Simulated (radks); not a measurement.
The numbers below are computed, except where a source is named.
All-electron atom: Tc III in [Ar] 3d10 4s1 4p6 4d5 5p1 (not the ground configuration). Level of theory: Dirac Kohn-Sham, PBEsol, spin-unpolarised, spherical densities, point nucleus; open shells fill j = l - 1/2 first (a radial shooting solver on a logarithmic mesh with Libxc functionals). Some entries of the table are withheld. Estimate them.

orbital  occ.  eigenvalue (hartree)  <r> (bohr)
1s1/2       2             -767.0469         (1)
2s1/2       2             -110.2343      0.1493
2p1/2       2             -101.7434         (2)
2p3/2       4             -97.40105         (3)
3s1/2       2             -19.97515      0.4153
3p1/2       2             -16.71190      0.4091
3p3/2       4             -15.98505      0.4197
3d3/2       4             -10.20651         (4)
3d5/2       6             -10.06668         (5)
4s1/2       1              -3.56121         (6)
4p1/2       2              -2.59288       1.131
4p3/2       4              -2.47943       1.159
4d3/2       4              -1.03352       1.507
4d5/2       1              -1.02039       1.520
5s1/2       0              -0.76828       2.700
5p1/2       1              -0.56161         (7)
5p3/2       0              -0.54773         (8)
5d3/2       0              -0.29204       4.726
5d5/2       0              -0.29060       4.749

Answer. 
(1) 1s1/2 <r> (bohr): 0.03429
(2) 2p1/2 <r> (bohr): 0.1271
(3) 2p3/2 <r> (bohr): 0.1318
(4) 3d3/2 <r> (bohr): 0.3968
(5) 3d5/2 <r> (bohr): 0.4002
(6) 4s1/2 <r> (bohr): 1.046
(7) 5p1/2 <r> (bohr): 3.165
(8) 5p3/2 <r> (bohr): 3.232
